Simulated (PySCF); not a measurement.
PySCF input file for C2H4F2Si, SMILES C=C(F)[SiH2]F, TPSSh-D3(BJ)/def2-SVP. Geometry optimised at TPSSh-D3(BJ)/def2-SVP. This is a generated structure with no PubChem entry under its InChIKey; it may be hypothetical. The values are those of a single conformer.

```python
import numpy as np
from pyscf import gto, scf, dft, df
from pyscf.hessian import thermo

mol = gto.M(
    atom='''
    C    -1.39040562    1.20537056   -0.00000000
    C    -0.09904037    0.86577196    0.00000000
    F     0.86469354    1.82638956    0.00000000
    Si    0.59809469   -0.87974667   -0.00000000
    F    -0.68551613   -1.88563921    0.00000000
    H    -2.14864752    0.42047318    0.00000000
    H    -1.70970599    2.25106650    0.00000000
    H     1.40455358   -1.12434724   -1.21874307
    H     1.40455357   -1.12434724    1.21874306
    ''',
    basis='def2-SVP',
    charge=0,
    spin=0,
    max_memory=1600,
    verbose=3,
)
mf = dft.RKS(mol, xc='tpssh').density_fit(auxbasis='def2-universal-jkfit')
mf.disp = 'd3bj'
mf.grids.level = 4
mf.conv_tol = 1e-11
mf.max_cycle = 100
mf.kernel()

# analytic Hessian; the response equations are solved on a coarser grid
h, args, fine = mf.Hessian(), (mf.mo_energy, mf.mo_coeff, mf.mo_occ), mf.grids
h.max_memory = max(150, 2.5e-5 * df.make_auxmol(mol, mf.with_df.auxbasis).nao * mol.nelec[0] * (mol.nelec[0] + mol.nao))  # MB; small integral blocks
h1ao = h.make_h1(mf.mo_coeff, mf.mo_occ)
mf.grids = dft.Grids(mol).set(level=2).build(with_non0tab=True)
mo1, mo_e1 = h.solve_mo1(*args, h1ao)
mf.grids = fine
hess = h.hess_elec(*args, mo1, mo_e1, h1ao) + h.hess_nuc()
if mf.do_disp():
    hess += h.get_dispersion()
for i in range(mol.natm):  # the analytic DFT Hessian lacks the response of the grid: restore translational invariance
    hess[i, i] -= hess[i].sum(axis=0)
hess = (hess + hess.transpose(1, 0, 3, 2)) / 2
vib = thermo.harmonic_analysis(mol, hess, imaginary_freq=False)
thermo.dump_normal_mode(mol, vib)
th = thermo.thermo(mf, vib['freq_au'][vib['freq_au'] > 0], 298.15, 101325)
thermo.dump_thermo(mol, th)
g0 = mf.nuc_grad_method().set(verbose=0).kernel()

# dipole derivatives [dipole axis, atom, xyz] from the same response
r, irp = mol.intor('int1e_r'), mol.intor('int1e_irp').reshape(3, 3, mol.nao, mol.nao)
sl, dm0, ok = mol.aoslice_by_atom(), np.array(mf.make_rdm1()), []
dmu = np.einsum('a,xt->xat', mol.atom_charges(), np.eye(3))
for a, (_, _, p0, p1) in enumerate(sl):
    dmu[:, a] += 2 * np.einsum('xtij,ij->xt', irp[:, :, :, p0:p1], dm0.reshape(-1, mol.nao, mol.nao).sum(0)[:, p0:p1])
    for u, c, occ, f in [(mo1, mf.mo_coeff, mf.mo_occ, 4)]:
        dmu[:, a] -= f * np.einsum('tui,xuv,vi->xt', u[a], r, c[:, occ > 0], optimize=True)
L = vib['norm_mode']
ir = 974.8801 * (np.einsum('xat,kat->kx', dmu, L) ** 2).sum(1)       # km/mol
apt = np.einsum('xax->a', dmu) / 3

# polarisability derivatives from nuclear gradients in small electric fields
h0, F = mf.get_hcore(), 0.005
def in_field(f, guess):
    m = mf.copy()
    m.verbose, m.conv_tol, m.conv_tol_grad = 0, 1e-11, 2e-7
    m.get_hcore = lambda *a: h0 + np.einsum('x,xij->ij', f, r)
    m.kernel(guess)
    ok.append(m.converged)
    dm = np.array(m.make_rdm1())
    g = m.nuc_grad_method().kernel() - np.outer(mol.atom_charges(), f)
    for a, (_, _, p0, p1) in enumerate(sl):
        g[a] -= 2 * np.einsum('x,xtij,ij->t', f, irp[:, :, :, p0:p1], dm[:, p0:p1])
    return g, -np.einsum('xij,ij->x', r, dm), dm
E = np.eye(3) * F
g0, _, dm0 = in_field(np.zeros(3), dm0)
gp = [in_field(e, dm0) for e in E]
gm = [in_field(-e, 2 * dm0 - p[2]) for e, p in zip(E, gp)]
alpha = np.array([(p[1] - q[1]) / (2 * F) for p, q in zip(gp, gm)])  # bohr^3
check = abs(np.array([-(p[0] - q[0]) / (2 * F) for p, q in zip(gp, gm)]) - dmu).max()
print('static polarisability / bohr^3:', alpha.round(3))
print('largest difference of analytic and finite-field dipole derivatives / e:', check)
da = np.zeros((3, 3, mol.natm, 3))
for x in range(3):
    da[x, x] = -(gp[x][0] + gm[x][0] - 2 * g0) / F**2
for x, y in ((0, 1), (0, 2), (1, 2)):
    up, down = in_field(E[x] + E[y], gp[x][2] + gp[y][2] - dm0), in_field(-E[x] - E[y], gm[x][2] + gm[y][2] - dm0)
    both = -(up[0] + down[0] - 2 * g0) / F**2
    da[x, y] = da[y, x] = (both - da[x, x] - da[y, y]) / 2
aq = np.einsum('xyat,kat->kxy', da, L) * 0.529177210903**2           # A^2/amu^1/2
a = np.einsum('kxx->k', aq) / 3
g2 = 1.5 * (aq**2).sum((1, 2)) - 4.5 * a**2
raman, depol = 45 * a**2 + 7 * g2, 3 * g2 / (45 * a**2 + 4 * g2 + 1e-12)
print('mode   freq/cm-1   IR/(km/mol)   Raman/(A^4/amu)   depolarisation')
for k, w in enumerate(vib['freq_wavenumber']):
    print(f'{k + 1:4d} {w:11.2f} {ir[k]:13.3f} {raman[k]:17.3f} {depol[k]:16.3f}')
print('max |gradient| / (hartree/bohr):', abs(g0).max())
print('APT charges:', apt.round(4))
```

Log of the run:

```
converged SCF energy = -567.54082950383

WARN: MGGA Hessian is sensitive to dft grids. grids.level 4 may not be dense enough.


WARN: DFTD3 does not support analytical Hessian, using finite difference


WARN: Mole.unit (angstrom) is changed to Bohr

Mode                                 0                   1                   2
Irrep
Freq [cm^-1]                       76.9346            137.8821            309.0962
Reduced mass [au]                   4.5620              5.3275             12.3620
Force const [Dyne/A]                0.0159              0.0597              0.6959
Char temp [K]                     110.6917            198.3816            444.7206
Normal mode                   x     y     z       x     y     z       x     y     z
       0   C                -0.00  0.00  0.10    0.03 -0.15  0.00   -0.06 -0.01  0.00
       1   C                -0.00  0.00  0.02    0.07 -0.02  0.00   -0.08 -0.06 -0.00
       2   F                 0.00 -0.00 -0.11   -0.03  0.07 -0.00    0.01 -0.15  0.00
       3  Si                -0.00  0.00  0.08    0.03 -0.03  0.00    0.05  0.04 -0.00
       4   F                 0.00 -0.00 -0.12   -0.08  0.11 -0.00    0.00  0.12  0.00
       5   H                -0.00  0.00  0.19    0.12 -0.23  0.00   -0.08  0.01 -0.00
       6   H                 0.00  0.00  0.05   -0.08 -0.18 -0.00   -0.03 -0.00  0.00
       7   H                 0.17  0.04  0.19    0.01 -0.11  0.00    0.06  0.07  0.00
       8   H                -0.17 -0.04  0.19    0.01 -0.11 -0.00    0.06  0.07 -0.00
Mode                                 3                   4                   5
Irrep
Freq [cm^-1]                      324.9009            388.1472            651.4581
Reduced mass [au]                   2.0583              3.3372              3.7100
Force const [Dyne/A]                0.1280              0.2962              0.9277
Char temp [K]                     467.4600            558.4575            937.3032
Normal mode                   x     y     z       x     y     z       x     y     z
       0   C                -0.00  0.00 -0.06   -0.02 -0.11 -0.00   -0.13  0.05  0.00
       1   C                -0.00 -0.00  0.20    0.02  0.05  0.00   -0.07  0.11 -0.00
       2   F                 0.00 -0.00 -0.05    0.10 -0.03  0.00    0.08  0.03 -0.00
       3  Si                 0.00  0.00  0.01   -0.07  0.08 -0.00    0.06 -0.07  0.00
       4   F                 0.00  0.00 -0.01    0.01 -0.03  0.00   -0.02 -0.00 -0.00
       5   H                -0.00  0.00  0.06    0.17 -0.29 -0.00    0.05 -0.12 -0.00
       6   H                -0.00  0.00 -0.41   -0.28 -0.19 -0.00   -0.41 -0.03  0.00
       7   H                -0.19  0.26 -0.17   -0.06  0.10 -0.00    0.05 -0.11  0.00
       8   H                 0.19 -0.26 -0.17   -0.06  0.10  0.00    0.05 -0.11 -0.00
Mode                                 6                   7                   8
Irrep
Freq [cm^-1]                      681.4274            715.8821            768.1760
Reduced mass [au]                   1.6256              1.1411              1.1049
Force const [Dyne/A]                0.4447              0.3446              0.3842
Char temp [K]                     980.4223           1029.9949           1105.2343
Normal mode                   x     y     z       x     y     z       x     y     z
       0   C                 0.00 -0.00  0.01    0.00 -0.00 -0.01    0.00 -0.00  0.01
       1   C                 0.00 -0.00 -0.13    0.00 -0.00  0.08    0.00 -0.00 -0.07
       2   F                -0.00 -0.00  0.01   -0.00 -0.00 -0.02   -0.00  0.00  0.04
       3  Si                -0.00  0.00  0.08   -0.00  0.00  0.02   -0.00  0.00 -0.01
       4   F                 0.00  0.00 -0.04   -0.00 -0.00 -0.04   -0.00 -0.00 -0.01
       5   H                -0.00  0.00 -0.00    0.00  0.00 -0.14    0.00  0.00  0.72
       6   H                 0.00  0.00  0.13    0.00 -0.00  0.04    0.00 -0.00 -0.57
       7   H                -0.44  0.17 -0.25   -0.27 -0.59 -0.04   -0.03 -0.15  0.01
       8   H                 0.44 -0.17 -0.25    0.27  0.59 -0.04    0.03  0.15  0.01
Mode                                 9                  10                  11
Irrep
Freq [cm^-1]                      857.6854            906.1116            929.6322
Reduced mass [au]                   2.5824              1.3431              1.5839
Force const [Dyne/A]                1.1192              0.6497              0.8065
Char temp [K]                    1234.0183           1303.6929           1337.5338
Normal mode                   x     y     z       x     y     z       x     y     z
       0   C                -0.01  0.00  0.00   -0.00  0.00  0.14    0.02  0.03 -0.00
       1   C                -0.00  0.01  0.00   -0.00 -0.00 -0.05    0.01 -0.01 -0.00
       2   F                -0.00 -0.01 -0.00    0.00  0.00  0.00   -0.01  0.01  0.00
       3  Si                -0.07 -0.03 -0.00   -0.00 -0.00 -0.00   -0.04 -0.09  0.00
       4   F                 0.13  0.09  0.00    0.00  0.00  0.00    0.05  0.06 -0.00
       5   H                -0.01  0.00  0.00    0.00 -0.00 -0.57    0.12 -0.07 -0.00
       6   H                -0.02 -0.00 -0.00   -0.00 -0.00 -0.63   -0.14 -0.03  0.00
       7   H                -0.19 -0.37 -0.02    0.00 -0.00  0.00   -0.04  0.52 -0.12
       8   H                -0.19 -0.37  0.02   -0.00  0.00  0.00   -0.04  0.52  0.12
Mode                                12                  13                  14
Irrep
Freq [cm^-1]                      938.5066            985.0704           1227.9728
Reduced mass [au]                   2.1533              1.1543              4.5832
Force const [Dyne/A]                1.1175              0.6599              4.0719
Char temp [K]                    1350.3020           1417.2970           1766.7794
Normal mode                   x     y     z       x     y     z       x     y     z
       0   C                -0.09 -0.10 -0.00   -0.01 -0.01  0.00    0.01  0.08  0.00
       1   C                -0.04 -0.05 -0.00    0.00  0.00 -0.00   -0.06 -0.22  0.00
       2   F                 0.10  0.08  0.00    0.01  0.01 -0.00    0.04  0.07 -0.00
       3  Si                -0.01 -0.01  0.00   -0.06 -0.02 -0.00   -0.01  0.02 -0.00
       4   F                 0.01  0.01 -0.00    0.02  0.02  0.00   -0.00 -0.00  0.00
       5   H                -0.44  0.24 -0.00   -0.06  0.03 -0.00    0.20 -0.11  0.00
       6   H                 0.35  0.05  0.00    0.04  0.00  0.00   -0.30 -0.03  0.00
       7   H                -0.08  0.10 -0.07    0.54  0.00  0.38    0.00 -0.06  0.03
       8   H                -0.08  0.10  0.07    0.54  0.00 -0.38    0.00 -0.06 -0.03
Mode                                15                  16                  17
Irrep
Freq [cm^-1]                     1384.0599           1694.5943           2293.0748
Reduced mass [au]                   1.1682              5.8374              1.0295
Force const [Dyne/A]                1.3185              9.8764              3.1895
Char temp [K]                    1991.3541           2438.1439           3299.2240
Normal mode                   x     y     z       x     y     z       x     y     z
       0   C                 0.01  0.00  0.00    0.18 -0.05  0.00   -0.00 -0.00 -0.00
       1   C                 0.11 -0.02 -0.00   -0.19  0.05  0.00    0.00  0.00 -0.00
       2   F                -0.01 -0.01  0.00    0.01  0.01 -0.00   -0.00 -0.00  0.00
       3  Si                 0.00  0.01  0.00    0.00 -0.01 -0.00    0.03 -0.01 -0.00
       4   F                -0.00 -0.00 -0.00    0.00  0.00  0.00    0.00 -0.00 -0.00
       5   H                -0.48  0.46 -0.00   -0.06  0.22 -0.00   -0.00  0.00 -0.00
       6   H                -0.61 -0.18 -0.00   -0.12 -0.18  0.00    0.00  0.00  0.00
       7   H                -0.01  0.01 -0.01    0.00 -0.02  0.01   -0.37  0.11  0.58
       8   H                -0.01  0.01  0.01    0.00 -0.02 -0.01   -0.37  0.11 -0.58
Mode                                18                  19                  20
Irrep
Freq [cm^-1]                     2296.6429           3157.5787           3266.1451
Reduced mass [au]                   1.0537              1.0620              1.1183
Force const [Dyne/A]                3.2746              6.2383              7.0290
Char temp [K]                    3304.3578           4543.0527           4699.2556
Normal mode                   x     y     z       x     y     z       x     y     z
       0   C                 0.00  0.00 -0.00    0.06 -0.03  0.00   -0.03 -0.09 -0.00
       1   C                -0.00 -0.00 -0.00   -0.01  0.00 -0.00   -0.00 -0.00 -0.00
       2   F                 0.00  0.00  0.00   -0.00 -0.00 -0.00    0.00  0.00  0.00
       3  Si                -0.00  0.00 -0.04    0.00  0.00 -0.00   -0.00  0.00  0.00
       4   F                -0.00  0.00 -0.00   -0.00  0.00 -0.00    0.00 -0.00 -0.00
       5   H                 0.00 -0.00 -0.00   -0.42 -0.44 -0.00    0.51  0.52  0.00
       6   H                -0.00 -0.00  0.00   -0.22  0.72 -0.00   -0.18  0.56 -0.00
       7   H                -0.38  0.12  0.56    0.00 -0.00 -0.00    0.00  0.00 -0.00
       8   H                 0.38 -0.12  0.56    0.00 -0.00  0.00    0.00  0.00  0.00
temperature 298.1500 [K]
pressure 101325.00 [Pa]
Rotational constants [GHz] 7.20691 2.64750 1.98169
Symmetry number 1
Zero-point energy (ZPE) 0.05466 [Eh]   143497.922 [J/mol]
                           tot       elec      trans        rot        vib
Entropy [J/mol/K]       328.316      0.000    165.426    111.061     51.829
Cv [J/mol/K]             86.247      0.000     12.472     12.472     61.303
Cp [J/mol/K]             94.561      0.000     20.786     12.472     61.303
Internal energy [J/mol]                      3718.434   3718.434 152131.458
Internal energy [Eh]   -567.48005  -567.54083
Enthalpy [J/mol]                             6197.391   3718.434 152131.458
Enthalpy [Eh]          -567.47911
Gibbs free energy [J/mol]                  -43124.488 -29394.282 136678.512
Gibbs free energy [Eh] -567.51639
static polarisability / bohr^3: [[53.409 -8.98  -0.   ]
 [-8.988 44.27   0.   ]
 [-0.    -0.    32.338]]
largest difference of analytic and finite-field dipole derivatives / e: 0.000705544091772925
mode   freq/cm-1   IR/(km/mol)   Raman/(A^4/amu)   depolarisation
   1       76.93         3.968             1.209            0.750
   2      137.88         4.898             0.276            0.646
   3      309.10         0.896             2.426            0.665
   4      324.90         0.289             7.595            0.750
   5      388.15        21.826             2.203            0.574
   6      651.46         9.221             6.962            0.159
   7      681.43        93.735             0.441            0.750
   8      715.88         2.892            18.060            0.750
   9      768.18         0.769             0.661            0.750
  10      857.69        24.788             7.242            0.673
  11      906.11        45.538             1.130            0.750
  12      929.63       279.264            12.066            0.519
  13      938.51        49.170             4.088            0.602
  14      985.07       145.080            17.108            0.739
  15     1227.97        72.068             0.502            0.427
  16     1384.06         6.275            18.977            0.510
  17     1694.59        31.450            28.015            0.160
  18     2293.07        95.908           222.363            0.075
  19     2296.64       133.801            87.173            0.750
  20     3157.58         0.750           123.718            0.137
  21     3266.15         0.110            70.460            0.739
max |gradient| / (hartree/bohr): 7.824895814698107e-05
APT charges: [-0.2065  0.2173 -0.4984  1.5074 -0.5934  0.068   0.0749 -0.2847 -0.2847]
```

Self-consistency was reached.

Cost: around 8 core-minutes (rough).
